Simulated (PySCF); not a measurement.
**Adding and removing an electron: NaSr**

ROHF-CCSD; PySCF, scalar-relativistic core potentials, basis sets Na def2-SVP, Sr def2-SVP with ECP28. Neutral (ROHF): doublet (σ ↑), Re = 4.008 Å, ωe = 67.0 cm⁻¹, De = 0.14 eV.

NaSr⁺ (RHF): singlet (closed shell), Re = 3.741 Å, ωe = 113 cm⁻¹, De = 0.93 eV to Na⁺ + Sr. The energies at the minima are -192.22560 hartree for NaSr and -192.07494 for NaSr⁺.

**Question.** Work out the adiabatic ionisation energy, without and with harmonic zero-point energies (1 hartree = 27.2114 eV, 1 eV = 8065.5 cm⁻¹), and the change of the bond length.

**Answer.** At CCSD: 0.15066 hartree = 4.100 eV between the minima; the zero-point term (113.0 − 67.0)/2 cm⁻¹ = +0.003 eV makes it 4.103 eV. Re changes by -26.7 pm against the neutral. The electron leaves a σ orbital, and the shorter bond of the ion fits an antibonding orbital, or a change in how ionic the bond is.

Correlated steps freeze 1 core orbital. Weak bonds: NaSr. Basis-set superposition, not corrected here, can be much of De in a small basis, most of all at correlated wavefunction levels. For an ion De counts to the pair picked by the measured ionisation energies or electron affinities, which need not be the lowest pair at this level. States were picked by a PBE0 search and need not be the measured ground states.
